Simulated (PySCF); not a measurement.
## SrZn at TPSS

Computed with TPSS; PySCF, scalar-relativistic core potentials, basis sets Sr def2-SVPD with ECP28, Zn def2-SVPD.

For SrZn, the state is ¹Σ⁺ (singlet), closed shell, the bond length is 6.881 bohr and the harmonic wavenumber is 63.1 cm⁻¹. The force constant is 0.0869 mdyn/Å, the rotational constant Be is 0.03435 cm⁻¹ and the anharmonicity ωexe is 0.744 cm⁻¹. The vibration–rotation constant αe is 0.000390 cm⁻¹ and the well depth De to Sr + Zn is 0.20 eV. The dissociation energy D0 is 0.19 eV, the HOMO–LUMO gap is 1.60 eV and the bond order (Mayer) is 0.76. The dipole moment (positive dipole means Sr(−)Zn(+)) is 0.30 D.

Closed-shell solutions of metal pairs were not tested for spin polarisation, which can lower them a little. The bond is weak. Basis-set superposition, not corrected here, can be much of De in a small basis, most of all at correlated wavefunction levels. Functionals without a dispersion term scatter widely for such bonds, and LDA overbinds them.
